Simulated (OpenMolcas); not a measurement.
Computed levels of 4d7 in ions with 43 electrons, in cm-1 above 4F 9/2.

* Program: OpenMolcas 26.06
* Method: SS-CASPT2, IPEA 0.25 Eh, imaginary shift 0.1 Eh
* Basis: ANO-RCC-VTZP
* Scalar Hamiltonian: DKH2, point nucleus
* Spin-orbit coupling: RASSI with atomic mean-field integrals over the reference wave functions, term energies averaged over their components

Active space for each ion: 7 electrons in 5 orbitals (4d); closed shells correlated by CASPT2: 4s 4p.

| Level | Rh2+ | Ag4+ |
| --- | --- | --- |
| 4F 7/2 | 2090 | 3500 |
| 4F 5/2 | 3420 | 5580 |
| 4F 3/2 | 4270 | 6860 |
| 4P 5/2 | 11800 | 15510 |
| 4P 3/2 | 11990 | 15310 |
| 4P 1/2 | 13290 | 17800 |
| 2G 9/2 | 13760 | 17560 |
| 2G 7/2 | 15830 | 20980 |
| 2H 11/2 | 18230 | 23420 |

Problem. Estimate 4F 3/2, 4P 5/2, 4P 3/2 for Pd3+ from its neighbours Rh2+ and Ag4+.

Solution. 4F 3/2 is fine structure, which grows about as the fourth power of a screened charge, so the fourth roots are averaged: ((4270^0.25 + 6860^0.25) / 2)^4 = 5450. The calculation gives 5560, so the estimate is off by -2.0 %.
4P 5/2 is another term, which grows about linearly with the charge: (11800 + 15510) / 2 = 13655. The calculation gives 13570, so the estimate is off by +0.6 %.
4P 3/2 is another term, which grows about linearly with the charge: (11990 + 15310) / 2 = 13650. The calculation gives 13610, so the estimate is off by +0.3 %.

Mixed levels, with the weight of the term that names them: Ag4+ 4P 3/2 (73 %).

CASPT2 breaks the degeneracy within a term, and the mean is taken; among the terms shown or strongly mixed into the levels shown the widest spread is 870 cm-1 (4d7 2H, Ag4+). Terms from blocks run as CI alone lack orbitals of their own. The CASPT2 spread within a term exceeds the gap to the next term for 4d7 2P and 4d7 2H, so the order of their levels is uncertain. Levels of configurations with an s electron are missing; early in the row they begin among the upper levels of the d shell and mix with terms of their name (holds for Rh2+). Only configurations of the active space appear.
